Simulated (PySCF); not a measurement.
Static response to an electric field

Species: C5H12NP.
Geometry (GFN2-xTB, Å), atoms numbered from 1 in this order:
```
atom  x, y, z in Å
C1    -2.195   -1.610   -0.556
C2    -1.918   -0.465    0.046
P3    -1.047    0.913   -0.773
N4    -1.675    2.138    0.275
C5     0.575    0.729    0.132
C6     1.360   -0.487   -0.341
C7     2.689   -0.617    0.393
H8    -1.917   -1.785   -1.582
H9    -2.700   -2.419   -0.052
H10   -2.205   -0.274    1.075
H11   -1.199    3.021    0.110
H12   -2.660    2.291    0.079
H13    0.362    0.673    1.203
H14    1.153    1.641   -0.053
H15    0.762   -1.387   -0.177
H16    1.540   -0.404   -1.415
H17    3.314    0.255    0.211
H18    2.525   -0.703    1.465
H19    3.227   -1.501    0.057
```

Level: wB97X-D/def2-SVPD (PySCF), static field, nuclei fixed, core orbitals frozen in the response. The polarisability tensor in these axes (au):

```
x   104.03   2.66   3.02
y     2.66 103.82   4.93
z     3.02   4.93  82.43
```

Problem. Diagonalise the tensor; give its mean and Δα, where Δα² is half the sum of the squared differences of the eigenvalues.

Solution. Principal values 81.09, 101.35 and 107.84 au; mean 96.76 au = 14.34 Å³ = 15.95 × 10⁻⁴⁰ C²·m²/J; Δα = 24.16 au (25 % of the mean).

Problem. What is the dipole moment, and where does it point?

Solution. (-0.05, 0.29, 0.28) D, 0.41 D in size, pointing from the negative to the positive side. Measured along this direction, the outermost atoms are H8 at the negative end and H11 at the positive end.

Problem. Refractivity n − 1 of an ideal gas of it at 350 K and 1 atm, from the electronic α?

Solution. N = p/kT = 2.0968 × 10¹⁹ cm⁻³, so n − 1 = 2π × N × 14.34 × 10⁻²⁴ cm³ = 1889 × 10⁻⁶ at long wavelengths, for an ideal gas.

Problem. Form Σ f/ω² (atomic units) for the 8 lowest TDDFT singlets, given as eV and f, and set it beside the mean polarisability, which is this sum over all singlets: 4.84, 0.0288; 5.70, 0.0652; 6.43, 0.0425; 6.72, 0.0501; 7.05, 0.1921; 7.25, 0.1539; 7.35, 0.0223; 7.41, 0.1952.

Solution. They add up to 11.94 au, 12.3 % of the 96.76 au; the largest single term is 2.86 au, from the state at 7.05 eV. Terms in order: 0.91, 1.48, 0.76, 0.82, 2.86, 2.17, 0.31, 2.63 au. Higher excitations give the rest. The strengths listed sum to 0.750.

Problem. How large is μ²/3kT at 500 K beside α?

Solution. In Gaussian units μ²/3kT = 0.80 Å³ against 14.34 Å³, a ratio of 0.06; the Debye molar polarisation (4π/3)N_A(α + μ²/3kT) is 38.2 cm³/mol, leaving out the vibrational part.

Isolated species at its GFN2-xTB geometry (one conformer only).
